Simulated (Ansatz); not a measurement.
`[OH][InH][OH]` and `[OH][GaH][OH]` differ in one element.

Ansatz, PBE0-D4/def2-TZVP geometries, multiplicity 1. Each molecule was computed in one conformer, which needn't be the lowest.

Elements past krypton have def2 core potentials. Scalar relativity is left out up to krypton.

```json
{"property": "HOMO–LUMO gap (PBE/def2-TZVPP) / eV", "`[OH][InH][OH]`": "4.72"}
{"property": "LUMO energy (PBE/def2-TZVPP) / eV", "`[OH][InH][OH]`": "-1.91"}
{"property": "size of the dipole moment (B3LYP/def2-TZVPP) / D", "`[OH][InH][OH]`": "2.29"}
{"property": "HOMO energy (PBE/def2-TZVPP) / eV", "`[OH][InH][OH]`": "-6.63"}
{"property": "HOMO energy (PBE0/def2-TZVPP) / eV", "`[OH][InH][OH]`": "-8.26"}
{"property": "size of the dipole moment (ωB97M-V/def2-TZVPP) / D", "`[OH][InH][OH]`": "2.37"}
```

(1) What does the change do to each property? (Best estimate.)

Results:

(1) Computed: 
```tsv
property	`[OH][GaH][OH]`	shift
HOMO–LUMO gap (PBE/def2-TZVPP) / eV	5.71	0.99
LUMO energy (PBE/def2-TZVPP) / eV	-1.31	0.60
size of the dipole moment (B3LYP/def2-TZVPP) / D	1.74	-0.55
HOMO energy (PBE/def2-TZVPP) / eV	-7.01	-0.38
HOMO energy (PBE0/def2-TZVPP) / eV	-8.68	-0.42
size of the dipole moment (ωB97M-V/def2-TZVPP) / D	1.77	-0.60
```

With PBE0 the HOMO falls by 0.42 eV and the LUMO rises by 0.52 eV, so the gap widens by about 0.94 eV. PBE moves the HOMO by -0.38 eV and ωB97M-V by -0.42 eV. Dipoles are sizes alone; their direction can turn.

B3LYP here is the variant with VWN-RPA as its local correlation; programs differ in this.
